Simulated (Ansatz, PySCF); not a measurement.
CH5AlS2, SMILES [CH3][Al]([SH])[SH]. Atoms are numbered in the order given.

```xyz
9

Al     0.4002    -0.0827    -0.0218
C      2.2974    -0.4959    -0.1555
H      2.4403    -1.5758    -0.3338
H      2.8359    -0.2433     0.7725
H      2.7763     0.0416    -0.9899
S     -0.6073    -0.2573     1.9251
H     -1.8395     0.0822     1.4811
S     -0.7035     0.5276    -1.8231
H     -1.9089     0.6485    -1.2207
```

Geometry optimised at B3LYP-D3(BJ)/def2-SVP. The structure was generated by enumeration; whether it is a known compound was not checked. One conformer was computed; it need not be the lowest.

Two levels are set side by side: PBE-D3(BJ)/def2-SVP (Ansatz, a first-principles code) and B3LYP-D3(BJ)/def2-SVP (Ansatz). Each level has its own optimised geometry; the coordinates shown are those of the second. Frequencies come from the Hessian of PySCF at each geometry. Differences are taken from unrounded values.

```csv
quantity,B3LYP-D3(BJ)
mean bond length (Å),1.545
bond Al1–C2 (Å),1.946
bond Al1–S6 (Å),2.199
bond Al1–S8 (Å),2.199
bond C2–H3 (Å),1.104
bond C2–H4 (Å),1.102
bond C2–H5 (Å),1.102
bond S6–H7 (Å),1.353
bond S8–H9 (Å),1.353
highest harmonic wavenumber (cm⁻¹),3122
mean harmonic wavenumber (cm⁻¹),1135
zero-point energy (kcal/mol),34.08
```

Task: What does PBE-D3(BJ) give, and how far is it from B3LYP-D3(BJ)? (The exact figures need the calculation; the answer reports its results.)

Result: 
```tsv
quantity	PBE-D3(BJ)	PBE-D3(BJ) minus B3LYP-D3(BJ)
mean bond length (Å)	1.553	0.008
bond Al1–C2 (Å)	1.953	0.007
bond Al1–S6 (Å)	2.208	0.009
bond Al1–S8 (Å)	2.208	0.009
bond C2–H3 (Å)	1.111	0.007
bond C2–H4 (Å)	1.109	0.007
bond C2–H5 (Å)	1.109	0.007
bond S6–H7 (Å)	1.362	0.009
bond S8–H9 (Å)	1.362	0.009
highest harmonic wavenumber (cm⁻¹)	3080	-43
mean harmonic wavenumber (cm⁻¹)	1108	-27
zero-point energy (kcal/mol)	33.26	-0.82
```

Exact exchange shortens and stiffens bonds; PBE has none. Differences between two approximate levels are no errors against the true value.
